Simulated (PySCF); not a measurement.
## Cost of excited-state runs on SMILES CCC(C)(C)[SiH2]F, C$_{5}$H$_{13}$FSi

Geometry (Å), atoms numbered from 1 in this order:
```xyz
20

C    -1.6572   -1.3834   -0.0786
C    -1.1594    0.0079   -0.4507
C     0.2494    0.3626    0.0567
C     0.5841    1.7646   -0.4727
C     0.2649    0.4183    1.5866
Si    1.5746   -0.8695   -0.5675
F     1.3165   -1.1240   -2.1408
H    -1.6888   -1.5185    0.9996
H    -1.0176   -2.1508   -0.5089
H    -2.6643   -1.5280   -0.4649
H    -1.8637    0.7498   -0.0599
H    -1.1656    0.0959   -1.5401
H     0.6000    1.7751   -1.5606
H     1.5557    2.0966   -0.1127
H    -0.1632    2.4843   -0.1387
H     1.2321    0.7662    1.9441
H    -0.4987    1.1060    1.9489
H     0.0811   -0.5594    2.0242
H     2.9103   -0.2922   -0.5067
H     1.5048   -2.1906    0.0397
```

PySCF with density fitting, on 1 thread of an Arm Neoverse V2, shared host. Command: `OMP_NUM_THREADS=1 python excited_run.py task.json out`

**Question.** How long does this run take, and how much memory?
- magnetisability and related constants, BHandHLYP/pcSseg-1; isotopologues

**Answer.** 
```csv
run,level,basis functions,wall time,peak memory (GiB)
magnetisability and related constants,BHandHLYP/pcSseg-1,191,28 s,0.95
```
Times from a shared host are rough.
